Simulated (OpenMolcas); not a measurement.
## 3s2 3p2 along the 14-electron sequence

```
Program             : OpenMolcas
Method              : MS-RASPT2, IPEA 0.25 Eh, imaginary shift 0.1 Eh
Basis               : ANO-RCC-VTZP
Scalar Hamiltonian  : DKH2, point nucleus
Spin-orbit coupling : state interaction with AMFI integrals over the reference wave functions, term energies averaged over their components
```

Active space for each ion: 4 electrons in 9 orbitals (RAS2 3s 3p; RAS3 3d, at most 2 electrons); closed shells correlated by CASPT2: 2s 2p.

Computed levels in cm-1 above 3P0:

```tsv
Level	S2+	Cl3+	Ar4+
3P1	264	444	683
3P2	747	1229	1845
1D2	11720	14190	16720
1S0	27850	33300	38720
weight of 3P in the lowest level (%)	100	100	100
```

Measured, with the error of the calculation in %. Measured levels: S2+ from NIST levels in Podobedova, Kelleher and Wiese, J. Phys. Chem. Ref. Data 38, 171 (2009); Cl3+ from Moore, Atomic Energy Levels, vol. I, NSRDS-NBS 35 (1971 reprint of NBS Circular 467, 1949); Ar4+ from Saloman, J. Phys. Chem. Ref. Data 39, 033101 (2010).

```tsv
Level	S2+	Cl3+	Ar4+
3P1	299 (-11.5)	491 (-9.5)	763 (-10.5)
3P2	833 (-10.3)	1341 (-8.4)	2029 (-9.0)
1D2	11323 (+3.5)	13766 (+3.1)	16299 (+2.6)
1S0	27161 (+2.5)	32550 (+2.3)	37912 (+2.1)
```

The fine-structure level 3P2 changes by a factor of 2.47 from S2+ to Ar4+. Its fourth root runs 5.23, 5.92, 6.55, with steps per unit of Z of 0.69, 0.63; equal steps would mean a (Z - σ)^4 law with constant σ.

1D2 changes by a factor of 1.43 over the same range, with steps per unit of Z of +2470, +2530 cm-1.

Term energies are means over components that CASPT2 splits; among the terms shown or strongly mixed into the levels shown the widest spread is 16 cm-1 (3s2 3p2 1D, S2+). The run also gave levels led by 3s 3p2 3d, 3s2 3p 3d, which use shells meant for correlation; these and all levels above them are left out (holds for S2+). Active for correlation alone: 3d; no level in the range computed is led by a configuration that fills it, so any true level of that kind is missing (holds for Cl3+; Ar4+). Computed and measured levels are paired by configuration, term and J; levels that our copy of the source lacks, or whose pairing is in doubt (as where it misses far off the trend of its configuration), stay unpaired and out of the deviations. Levels of configurations outside the active space are missing.
